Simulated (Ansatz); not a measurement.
Total energies of `FC(F)(F)c1cc2sc(-c3cc4sc(-c5cc6sc(-c7cc8sc(-c9cc%10sc(-c%11cc%12sc(C(F)(F)F)cc%12s%11)cc%10s9)cc8s7)cc6s5)cc4s3)cc2s1` from Ansatz at PBE-D4/def2-TZVP, gas phase (1 Eh = 27.2114 eV = 2625.5 kJ/mol). The reference geometry is relaxed at r2SCAN-D4/def2-SVP.

```csv
state,geometry,energy (Eh)
charge 0 singlet,reference,-6829.42772
charge 1 doublet,reference,-6829.21644
charge -1 doublet,reference,-6829.51181
free F atom (doublet),–,-99.66912
free C atom (triplet),–,-37.79597
free S atom (triplet),–,-397.93833
free H atom (doublet),–,-0.49962
```

Single mean-field runs in def2-TZVP are fitted with def2-universal-jkfit.

Work out the vertical ionisation energy to the doublet.

E(charge 1 doublet) − E(charge 0 singlet) = -6829.21644 − (-6829.42772) = 0.21128 Eh = 5.75 eV. For comparison, −ε of the highest occupied level is 4.64 eV at this level, 1.11 eV less.

Work out the vertical electron affinity, to the doublet.

E(charge 0 singlet) − E(charge -1 doublet) = -6829.42772 − (-6829.51181) = 0.08409 Eh = 2.29 eV. The basis lacks diffuse functions, which makes affinities too small.

Give the fundamental gap IE − EA, the Mulliken electronegativity (IE + EA)/2 and the hardness (IE − EA)/2.

From the values in Eh: IE − EA = 0.21128 − 0.08409 = 0.12719 Eh = 3.46 eV; (IE + EA)/2 = 4.02 eV; (IE − EA)/2 = 1.73 eV. The HOMO–LUMO gap of the same run is 1.38 eV, 2.08 eV smaller than the fundamental gap.

What is the binding energy per atom against free atoms?

Atoms: 6 × (-99.66912) + 38 × (-37.79597) + 12 × (-397.93833) + 12 × (-0.49962) = -6815.51698 Eh. Binding: -6815.51698 − (-6829.42772) = 13.91074 Eh = 378.53 eV, or 5.57 eV for each of 68 atoms (no zero-point energy, no counterpoise term).
